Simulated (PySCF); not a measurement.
Stepwise substitution at one centre (Ge SH-H). All species are isolated molecules in the gas phase. One relaxed conformer stands for each flexible species; it need not be the lowest. Strings in code marks are SMILES.

Calculation: PBE-D3(BJ)/def2-TZVP // r2SCAN-D4/def2-TZVP (PySCF). Excitations are Tamm–Dancoff values on a coarser integration grid. The basis has no diffuse functions, so Rydberg states are missing or too high.

| species | S1–T1 gap (TDA) (eV) | T1 excitation (TDA) (eV) | LUMO (eV) |
|---|---|---|---|
| 0 of 4 SH replaced by H (`[SH][Ge]([SH])([SH])[SH]`) | 0.34 | … | -2.30 |
| 1 of 4 SH replaced by H (`[SH][GeH]([SH])[SH]`) | 0.35 | 4.13 | -1.93 |
| 2 of 4 SH replaced by H | … | 4.55 | -1.37 |
| 4 of 4 SH replaced by H (`[GeH4]`) | – | – | – |

Question: Some entries are withheld; supply them.

Answer: 
- 0 of 4 SH replaced by H (`[SH][Ge]([SH])([SH])[SH]`), T1 excitation (TDA) (eV): 3.92
- 2 of 4 SH replaced by H, S1–T1 gap (TDA) (eV): 0.43
